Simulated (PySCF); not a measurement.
From one molecule to another.

First species: C6H9NO.
Bonds: C1–N2, N2–C3, N2–C4, C4–C5 (aromatic), C5–C6 (aromatic), C6–C7 (aromatic), C7–O8 (aromatic), C4–O8 (aromatic). Hydrogens: H9, H10, H11 on C1; H12, H13, H14 on C3; H15 on C5; H16 on C6; H17 on C7.

Second species: C6H9NO.
Geometry (PBE0-D3(BJ)/def2-SVP, Å), atoms numbered from 1 in this order:
```xyz
17
C6H9NO angstrom
C      3.7742    0.8733   -0.9411
C      2.7059    0.3030   -0.3626
C      1.3369    0.7397   -0.5335
C      0.2944    0.1295    0.0636
N     -1.0258    0.5100   -0.0666
C     -2.0623   -0.1595    0.5529
C     -3.4284    0.4208    0.2796
O     -1.8727   -1.1301    1.2501
H      3.6682    1.7379   -1.6038
H      4.7844    0.4950   -0.7713
H      2.8567   -0.5622    0.2946
H      1.1605    1.6066   -1.1825
H      0.4197   -0.7392    0.7156
H     -1.2420    1.3118   -0.6461
H     -4.1714   -0.1509    0.8463
H     -3.4759    1.4793    0.5792
H     -3.6688    0.3624   -0.7936
```

Levels: CAM-B3LYP/def2-SVPD for dipole moment, HOMO energy, LUMO energy, HOMO–LUMO gap, static isotropic polarisability and electronic spatial extent ⟨r²⟩ about the centre of nuclear charge; TDDFT CAM-B3LYP/def2-SVPD for lowest singlet excitation; TDA CAM-B3LYP/def2-SVPD for lowest triplet excitation (Tamm–Dancoff); ΔSCF CAM-B3LYP/def2-SVPD for vertical ionisation energy; PBE0-D3(BJ)/def2-SVP for rotational constant A and rotational constant C. Geometries: PBE0-D3(BJ)/def2-SVP. All species are isolated and taken at one optimised geometry, non-relativistic unless stated. Electronic properties by PySCF.

Dipoles, sizes and rotational constants follow the conformer. The torsions of the flexible species, by atom-mapped SMILES:
- `[CH3:1][N:2]([CH3:3])[c:4]1[cH:5][cH:6][cH:7][o:8]1`: C1–N2–C4–C5 -5°
- `[CH2:1]=[CH:2]/[CH:3]=[CH:4]/[NH:5][C:6]([CH3:7])=[O:8]`: C1–C2–C3–C4 180°, C3–C4–N5–C6 179°, C4–N5–C6–C7 180°

Values for the first species:

```
Dipole moment                                                     : 1.44 D
HOMO energy                                                       : -6.52 eV
LUMO energy                                                       : 1.26 eV
HOMO–LUMO gap                                                     : 7.78 eV
Lowest singlet excitation                                         : 5.09 eV
Lowest triplet excitation (Tamm–Dancoff)                          : 3.73 eV
Static isotropic polarisability                                   : 83.6 au
Vertical ionisation energy                                        : 7.19 eV
Electronic spatial extent ⟨r²⟩ about the centre of nuclear charge : 974 bohr²
Rotational constant A                                             : 4.592 GHz
Rotational constant C                                             : 1.249 GHz
```

Q: Estimate the same properties for the second species, and the change in each.

A: 
```tsv
property	first	second	second less first
dipole moment	1.44 D	3.65 D	+2.21 D
HOMO energy	-6.52 eV	-7.28 eV	-0.76 eV
LUMO energy	1.26 eV	0.10 eV	-1.16 eV
HOMO–LUMO gap	7.78 eV	7.38 eV	-0.40 eV
lowest singlet excitation	5.09 eV	5.05 eV	-0.04 eV
lowest triplet excitation (Tamm–Dancoff)	3.73 eV	2.90 eV	-0.83 eV
static isotropic polarisability	83.6 au	100.6 au	+17.0 au
vertical ionisation energy	7.19 eV	7.93 eV	+0.74 eV
electronic spatial extent ⟨r²⟩ about the centre of nuclear charge	974 bohr²	1615 bohr²	+641 bohr²
rotational constant A	4.592 GHz	8.389 GHz	+3.797 GHz
rotational constant C	1.249 GHz	0.688 GHz	-0.561 GHz
```

On the first: The polarisability is 12.39 Å³ as a volume (1 au = 0.148185 Å³), or 1.39 au for each of the 60 electrons. The vertical singlet–triplet gap S1 − T1 is 1.36 eV (TDDFT singlet less Tamm–Dancoff triplet; S1: HOMO→LUMO, weight 0.87; T1: HOMO→LUMO+1, weight 0.66).

On the second: In wavenumbers S1 is 40800 cm⁻¹ (1 eV = 8065.54 cm⁻¹). The dipole equals about 12.2 × 10⁻³⁰ C·m (1 D = 3.33564 × 10⁻³⁰ C·m).
